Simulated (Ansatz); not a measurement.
Ansatz (a program for electronic structure) input:

Ansatz 0.2 input:
```yaml
crystal:
  periodic: [false, false, false]
  atoms:
    - {symbol: Si, position_ang: [-0.02644534, -0.11026537, 0.35504379]}
    - {symbol: F, position_ang: [-0.47415953, -1.35786452, -0.54370235]}
    - {symbol: O, position_ang: [-1.07779125, 1.08923669, -0.01031814]}
    - {symbol: O, position_ang: [1.48341860, 0.40279095, -0.05119216]}
    - {symbol: H, position_ang: [-0.84030714, 1.98591312, 0.24441241]}
    - {symbol: H, position_ang: [2.23295896, -0.15763847, 0.17037792]}
basis:
  gaussian:
    orbitals: STO-3G
magnetization: {spin_polarized: true, initial_magnetization: 1}
correlation: {method: ccsd_t, electrons: outside_noble_gas}
```

**Question.** What final total energy does it print?

**Answer.** -532.62371 Eh (CCSD(T)/STO-3G). The basis has 26 functions.

It need not be the lowest isomer of its formula.
